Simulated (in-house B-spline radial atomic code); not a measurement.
The technetium ion Tc³⁺ is squeezed into an impenetrable sphere of radius R (the orbitals vanish at R). Level of theory: non-relativistic PBE, spin-polarised, spherical fractional occupations, point nucleus; calculated with an all-electron radial atomic-structure program (B-spline basis).

Energies in eV above the free ion in [Kr] 4d4:

| R (bohr) | highest level (eV) | [Kr] 4d4 | [Ar] 3d10 4s2 4p5 4d5 | [Ar] 3d9 4s2 4p6 4d4 4f1 | -dE/dV in [Kr] 4d4 (GPa) |
| --- | --- | --- | --- | --- | --- |
| 9.95 | -36.9 | 0 | 34.84 | 286.6 | 1.7e-07 |
| 6.07 | -36.9 | 0.003077 | 34.84 | 287.3 | 0.0196 |
| 5.05 | -36.8 | 0.0467 | 34.88 | 288.4 | 0.41 |
| 4.18 | -36.5 | 0.428 | 35.27 | 290.8 | 5.27 |
| 3.5 | -35.2 | 2.318 | 37.28 | 295.5 | 40.5 |
| 3.27 | -34.3 | 4.122 | 39.23 | 298.7 | 83.6 |
| 2.6 | -27.1 | 23.65 | 60.16 | 323.6 | 820 |
| 2.18 | -13.5 | 77.15 | 116.3 | 382.2 | 4060 |
| 1.74 | 25 | 291 | 336.3 | 605.9 | 25900 |
| 1.24 | 179 | 1531 | 1586 | 1888 | 307000 |

Does [Ar] 3d10 4s2 4p5 4d5 fall below [Kr] 4d4 under compression?

No, it stays above over the whole range.

Does [Ar] 3d9 4s2 4p6 4d4 4f1 fall below [Kr] 4d4 under compression?

No, it stays above over the whole range.

The highest level is first positive in the row R = 1.74 bohr, pushed up by confinement above the zero of the free ion's potential. Each configuration is held fixed and needn't be the lowest in the sphere.
